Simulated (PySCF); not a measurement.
C2H5AlClF (SMILES C[CH2][Al]([F])[Cl]), singlet, geometry from GFN2-xTB (such geometries of metal compounds can be far from the true shape); CASSCF(6,4)/6-31G run with PySCF.

Input for PySCF:
```python
from pyscf import gto, scf, mcscf
import numpy

mol = gto.Mole()
mol.atom = '''
    Al    0.07499423   -0.05766671    0.20655526
    F     0.03353185   -1.63278634    0.72074128
    Cl    0.82216247    1.31101059    1.50461460
    C    -0.62310584    0.27748612   -1.63735811
    C    -1.09550742   -1.02843023   -2.28579116
    H     0.14663013    0.74443296   -2.26186206
    H    -1.44772739    0.99852513   -1.61205886
    H    -1.88642641   -1.48732454   -1.69541609
    H    -0.27770618   -1.74370570   -2.35107302
    H    -1.47656417   -0.84869899   -3.29103244
'''
mol.basis = '6-31g'
mol.verbose = 4
mol.build()

mf = scf.RHF(mol)
mf.kernel()
mc = mcscf.CASSCF(mf, 4, 6)
mc.fix_spin_(ss=0.0)
mc.kernel()
occ = numpy.linalg.eigvalsh(mc.fcisolver.make_rdm1(mc.ci, mc.ncas, mc.nelecas))[::-1]
ss = mc.fcisolver.spin_square(mc.ci, mc.ncas, mc.nelecas)[0]
print('natural occupations', occ.round(4), ' <S^2>', round(ss, 4))
```

What the program printed (banner, timings and long lists left out):

```
PySCF version 2.14.0

[INPUT] verbose = 4
[INPUT] num. atoms = 10
[INPUT] num. electrons = 56
[INPUT] charge = 0
[INPUT] spin (= nelec alpha-beta = 2S) = 0
[INPUT] symmetry False subgroup None
[INPUT] Mole.unit = angstrom
[INPUT] Symbol           X                Y                Z      unit          X                Y                Z       unit  Magmom
[...]
nuclear repulsion = 264.195940885191
number of shells = 39
number of NR pGTOs = 178
number of NR cGTOs = 63
basis = 6-31g
ecp = {}

******** <class 'pyscf.scf.hf.RHF'> ********
method = RHF
initial guess = minao
damping factor = 0
level_shift factor = 0
DIIS = <class 'pyscf.scf.diis.CDIIS'>
diis_start_cycle = 1
diis_space = 8
diis_damp = 0
SCF conv_tol = 1e-09
SCF conv_tol_grad = None
SCF max_cycles = 50
direct_scf = True
direct_scf_tol = 1e-13
Set gradient conv threshold to 3.16228e-05
Initial guess from minao.
init E= -879.865139008194
[...]
cycle= 1 E= -879.444927998261  delta_E= 0.42  |g|= 0.553  |ddm|= 2.55
[...]
cycle= 2 E= -879.502882265363  delta_E= -0.058  |g|= 0.341  |ddm|= 0.827
[...]
cycle= 3 E= -879.521763486092  delta_E= -0.0189  |g|= 0.0372  |ddm|= 0.231
[...]
cycle= 4 E= -879.52242135673  delta_E= -0.000658  |g|= 0.00838  |ddm|= 0.0754
[...]
cycle= 5 E= -879.522455912256  delta_E= -3.46e-05  |g|= 0.00229  |ddm|= 0.0178
[...]
cycle= 6 E= -879.522459778375  delta_E= -3.87e-06  |g|= 0.000652  |ddm|= 0.00649
[...]
cycle= 7 E= -879.522460136543  delta_E= -3.58e-07  |g|= 0.000271  |ddm|= 0.00186
[...]
cycle= 8 E= -879.522460182436  delta_E= -4.59e-08  |g|= 5.1e-05  |ddm|= 0.000651
[...]
cycle= 9 E= -879.52246018438  delta_E= -1.94e-09  |g|= 7.2e-06  |ddm|= 0.000155
[...]
cycle= 10 E= -879.522460184414  delta_E= -3.46e-11  |g|= 1.94e-06  |ddm|= 2.03e-05
[...]
Extra cycle  E= -879.522460184421  delta_E= -7.28e-12  |g|= 8.1e-07  |ddm|= 3.55e-06
converged SCF energy = -879.522460184421

******** <class 'pyscf.mcscf.mc1step.CASSCF'> ********
CAS (3e+3e, 4o), ncore = 25, nvir = 34
max_cycle_macro = 50
max_cycle_micro = 4
conv_tol = 1e-07
conv_tol_grad = None
orbital rotation max_stepsize = 0.02
orbital rotation threshold for CI restart = 0.01
augmented hessian ah_max_cycle = 30
augmented hessian ah_conv_tol = 1e-12
augmented hessian ah_linear dependence = 1e-14
augmented hessian ah_level shift = 1e-08
augmented hessian ah_start_tol = 2.5
augmented hessian ah_start_cycle = 3
augmented hessian ah_grad_trust_region = 3
kf_trust_region = 3
kf_interval = 4
ci_response_space = 4
ci_grad_trust_region = 3
with_dep4 0
natorb = False
canonicalization = True
sorting_mo_energy = False
ao2mo_level = 2
internal_rotation = False
******** <class 'pyscf.fci.addons.SpinPenaltyFCISolver'> ********
max. cycles = 50
conv_tol = 1e-08
davidson only = True
linear dependence = 1e-12
level shift = 0.001
max iter space = 12
nroots = 1
pspace_size = 400
spin = None
CASCI E = -879.522807767942  S^2 = 0.0000000
Set conv_tol_grad to 0.000316228
macro iter   1 (  7 JK    2 micro), CASSCF E = -879.522855629722  dE = -4.78617803e-05  S^2 = 0.0000000
               |grad[o]|=0.00151  |grad[c]|=0.00298  |ddm|=0.00163  |maxRot[o]|=0.0699
macro iter   2 ( 21 JK    4 micro), CASSCF E = -879.523863443305  dE = -1.00781358e-03  S^2 = 0.0000000
               |grad[o]|=0.00144  |grad[c]|=0.00566  |ddm|=0.00925  |maxRot[o]|=0.314
macro iter   3 ( 21 JK    4 micro), CASSCF E = -879.525649920067  dE = -1.78647676e-03  S^2 = 0.0000000
               |grad[o]|=0.00501  |grad[c]|=0.00562  |ddm|=0.00641  |maxRot[o]|=0.314
macro iter   4 ( 21 JK    4 micro), CASSCF E = -879.526599473943  dE = -9.49553875e-04  S^2 = 0.0000000
               |grad[o]|=0.00584  |grad[c]|=0.00705  |ddm|=0.00292  |maxRot[o]|=0.237
macro iter   5 ( 21 JK    4 micro), CASSCF E = -879.526669828658  dE = -7.03547149e-05  S^2 = 0.0000000
               |grad[o]|=0.00225  |grad[c]|=0.011  |ddm|=0.000113  |maxRot[o]|=0.144
macro iter   6 ( 12 JK    3 micro), CASSCF E = -879.526702785124  dE = -3.29564663e-05  S^2 = 0.0000000
               |grad[o]|=0.00209  |grad[c]|=0.00295  |ddm|=4.72e-05  |maxRot[o]|=0.0873
macro iter   7 ( 12 JK    3 micro), CASSCF E = -879.526734237469  dE = -3.14523448e-05  S^2 = 0.0000000
               |grad[o]|=0.00204  |grad[c]|=0.00412  |ddm|=7.29e-05  |maxRot[o]|=0.138
macro iter   8 (  7 JK    2 micro), CASSCF E = -879.526759849711  dE = -2.56122421e-05  S^2 = 0.0000000
               |grad[o]|=0.00197  |grad[c]|=0.004  |ddm|=2.83e-05  |maxRot[o]|=0.0669
macro iter   9 (  7 JK    2 micro), CASSCF E = -879.526791594884  dE = -3.17451730e-05  S^2 = 0.0000000
               |grad[o]|=0.00186  |grad[c]|=0.00396  |ddm|=3.66e-05  |maxRot[o]|=0.0699
macro iter  10 (  7 JK    2 micro), CASSCF E = -879.526825638947  dE = -3.40440629e-05  S^2 = 0.0000000
               |grad[o]|=0.00172  |grad[c]|=0.00342  |ddm|=4.06e-05  |maxRot[o]|=0.0699
macro iter  11 (  7 JK    2 micro), CASSCF E = -879.526861066652  dE = -3.54277055e-05  S^2 = 0.0000000
               |grad[o]|=0.00158  |grad[c]|=0.00289  |ddm|=4.5e-05  |maxRot[o]|=0.0699
macro iter  12 (  7 JK    2 micro), CASSCF E = -879.526896560787  dE = -3.54941350e-05  S^2 = 0.0000000
               |grad[o]|=0.00143  |grad[c]|=0.00228  |ddm|=4.64e-05  |maxRot[o]|=0.0699
macro iter  13 (  7 JK    2 micro), CASSCF E = -879.526930880383  dE = -3.43195960e-05  S^2 = 0.0000000
               |grad[o]|=0.00129  |grad[c]|=0.00159  |ddm|=4.82e-05  |maxRot[o]|=0.0699
macro iter  14 (  7 JK    2 micro), CASSCF E = -879.526962745677  dE = -3.18652935e-05  S^2 = 0.0000000
               |grad[o]|=0.00115  |grad[c]|=0.000816  |ddm|=5.31e-05  |maxRot[o]|=0.0699
macro iter  15 (  7 JK    2 micro), CASSCF E = -879.526990377734  dE = -2.76320571e-05  S^2 = 0.0000000
               |grad[o]|=0.001  |grad[c]|=0.000381  |ddm|=8.64e-05  |maxRot[o]|=0.0699
macro iter  16 (  7 JK    2 micro), CASSCF E = -879.527015794244  dE = -2.54165107e-05  S^2 = 0.0000000
               |grad[o]|=0.00088  |grad[c]|=0.000763  |ddm|=0.000465  |maxRot[o]|=0.0699
[...]
               |grad[o]|=0.000611  |grad[c]|=0.0009  |ddm|=0.000119  |maxRot[o]|=0.0673
macro iter  22 (  7 JK    2 micro), CASSCF E = -879.527088190228  dE = -1.09393635e-05  S^2 = 0.0000000
               |grad[o]|=0.000551  |grad[c]|=0.0087  |ddm|=0.00188  |maxRot[o]|=0.0497
macro iter  23 (  7 JK    2 micro), CASSCF E = -879.527124091759  dE = -3.59015315e-05  S^2 = 0.0000000
               |grad[o]|=0.000541  |grad[c]|=0.0046  |ddm|=0.00345  |maxRot[o]|=0.0699
macro iter  24 (  7 JK    2 micro), CASSCF E = -879.527185890812  dE = -6.17990524e-05  S^2 = 0.0000000
               |grad[o]|=0.000605  |grad[c]|=0.00461  |ddm|=0.00335  |maxRot[o]|=0.0699
macro iter  25 (  7 JK    2 micro), CASSCF E = -879.527273743618  dE = -8.78528061e-05  S^2 = 0.0000000
               |grad[o]|=0.000711  |grad[c]|=0.00463  |ddm|=0.0033  |maxRot[o]|=0.0699
macro iter  26 (  7 JK    2 micro), CASSCF E = -879.527387272208  dE = -1.13528591e-04  S^2 = 0.0000000
               |grad[o]|=0.000855  |grad[c]|=0.00465  |ddm|=0.00321  |maxRot[o]|=0.0699
macro iter  27 (  7 JK    2 micro), CASSCF E = -879.527525255986  dE = -1.37983778e-04  S^2 = 0.0000000
               |grad[o]|=0.00102  |grad[c]|=0.00467  |ddm|=0.00317  |maxRot[o]|=0.0699
macro iter  28 (  7 JK    2 micro), CASSCF E = -879.527685356085  dE = -1.60100099e-04  S^2 = 0.0000000
               |grad[o]|=0.0012  |grad[c]|=0.00469  |ddm|=0.00314  |maxRot[o]|=0.0699
macro iter  29 (  7 JK    2 micro), CASSCF E = -879.527864041419  dE = -1.78685334e-04  S^2 = 0.0000000
               |grad[o]|=0.00137  |grad[c]|=0.0047  |ddm|=0.00312  |maxRot[o]|=0.0699
macro iter  30 (  7 JK    2 micro), CASSCF E = -879.528056739075  dE = -1.92697656e-04  S^2 = 0.0000000
               |grad[o]|=0.00154  |grad[c]|=0.00472  |ddm|=0.00312  |maxRot[o]|=0.0699
macro iter  31 (  7 JK    2 micro), CASSCF E = -879.528258153667  dE = -2.01414592e-04  S^2 = 0.0000000
               |grad[o]|=0.00168  |grad[c]|=0.00473  |ddm|=0.00312  |maxRot[o]|=0.0699
macro iter  32 (  7 JK    2 micro), CASSCF E = -879.528462687463  dE = -2.04533796e-04  S^2 = 0.0000000
               |grad[o]|=0.00179  |grad[c]|=0.00474  |ddm|=0.00314  |maxRot[o]|=0.0699
macro iter  33 (  7 JK    2 micro), CASSCF E = -879.528664919044  dE = -2.02231580e-04  S^2 = 0.0000000
               |grad[o]|=0.00187  |grad[c]|=0.00475  |ddm|=0.00317  |maxRot[o]|=0.0699
macro iter  34 (  7 JK    2 micro), CASSCF E = -879.528860120431  dE = -1.95201388e-04  S^2 = 0.0000000
               |grad[o]|=0.0019  |grad[c]|=0.00473  |ddm|=0.00327  |maxRot[o]|=0.0699
macro iter  35 (  7 JK    2 micro), CASSCF E = -879.529044899746  dE = -1.84779315e-04  S^2 = 0.0000000
               |grad[o]|=0.0019  |grad[c]|=0.0046  |ddm|=0.00344  |maxRot[o]|=0.0699
macro iter  36 (  7 JK    2 micro), CASSCF E = -879.529217509928  dE = -1.72610182e-04  S^2 = 0.0000000
               |grad[o]|=0.00186  |grad[c]|=0.00394  |ddm|=0.00402  |maxRot[o]|=0.0695
macro iter  37 (  7 JK    2 micro), CASSCF E = -879.529358175138  dE = -1.40665209e-04  S^2 = 0.0000000
               |grad[o]|=0.00179  |grad[c]|=0.00112  |ddm|=0.00486  |maxRot[o]|=0.0699
macro iter  38 (  7 JK    2 micro), CASSCF E = -879.529441362461  dE = -8.31873236e-05  S^2 = 0.0000000
               |grad[o]|=0.00169  |grad[c]|=0.00135  |ddm|=0.004  |maxRot[o]|=0.0699
macro iter  39 (  7 JK    2 micro), CASSCF E = -879.529498132727  dE = -5.67702660e-05  S^2 = 0.0000000
               |grad[o]|=0.0016  |grad[c]|=0.00113  |ddm|=0.00288  |maxRot[o]|=0.0699
macro iter  40 (  7 JK    2 micro), CASSCF E = -879.529546739162  dE = -4.86064349e-05  S^2 = 0.0000000
               |grad[o]|=0.00152  |grad[c]|=0.000886  |ddm|=0.0025  |maxRot[o]|=0.0699
macro iter  41 (  7 JK    2 micro), CASSCF E = -879.529589766112  dE = -4.30269500e-05  S^2 = 0.0000000
               |grad[o]|=0.00145  |grad[c]|=0.000459  |ddm|=0.00214  |maxRot[o]|=0.0699
macro iter  42 (  7 JK    2 micro), CASSCF E = -879.529629030126  dE = -3.92640134e-05  S^2 = 0.0000000
               |grad[o]|=0.00138  |grad[c]|=0.000248  |ddm|=0.00189  |maxRot[o]|=0.0699
macro iter  43 (  7 JK    2 micro), CASSCF E = -879.529665004457  dE = -3.59743317e-05  S^2 = 0.0000000
               |grad[o]|=0.00131  |grad[c]|=0.000582  |ddm|=0.00165  |maxRot[o]|=0.0699
macro iter  44 (  7 JK    2 micro), CASSCF E = -879.529698001412  dE = -3.29969547e-05  S^2 = 0.0000000
               |grad[o]|=0.00123  |grad[c]|=0.00103  |ddm|=0.00144  |maxRot[o]|=0.0699
macro iter  45 (  7 JK    2 micro), CASSCF E = -879.529727923421  dE = -2.99220088e-05  S^2 = 0.0000000
               |grad[o]|=0.00115  |grad[c]|=0.00147  |ddm|=0.00122  |maxRot[o]|=0.0699
macro iter  46 (  7 JK    2 micro), CASSCF E = -879.529754596809  dE = -2.66733877e-05  S^2 = 0.0000000
               |grad[o]|=0.00106  |grad[c]|=0.00187  |ddm|=0.000975  |maxRot[o]|=0.0699
macro iter  47 (  7 JK    2 micro), CASSCF E = -879.529777770971  dE = -2.31741626e-05  S^2 = 0.0000000
               |grad[o]|=0.00095  |grad[c]|=0.00221  |ddm|=0.000719  |maxRot[o]|=0.0699
macro iter  48 (  7 JK    2 micro), CASSCF E = -879.529797020027  dE = -1.92490554e-05  S^2 = 0.0000000
               |grad[o]|=0.000832  |grad[c]|=0.00249  |ddm|=0.000457  |maxRot[o]|=0.0699
macro iter  49 (  7 JK    2 micro), CASSCF E = -879.529811651606  dE = -1.46315795e-05  S^2 = 0.0000000
               |grad[o]|=0.000684  |grad[c]|=0.00271  |ddm|=0.000236  |maxRot[o]|=0.0699
macro iter  50 (  7 JK    2 micro), CASSCF E = -879.529820616162  dE = -8.96455606e-06  S^2 = 0.0000000
               |grad[o]|=0.000504  |grad[c]|=0.00294  |ddm|=0.000202  |maxRot[o]|=0.0699
1-step CASSCF not converged,  50 macro (416 JK 110 micro) steps
CASSCF canonicalization
Density matrix diagonal elements [1.99896941 1.9910483  1.99922131 0.01076098]
CASSCF energy = -879.529820616162
CASCI E = -879.529820616162  E(CI) = -9.17265132529599  S^2 = 0.0000000
natural occupations [1.9997 1.9994 1.9904 0.0105]  <S^2> 0.0
```

Convergence was not reached.
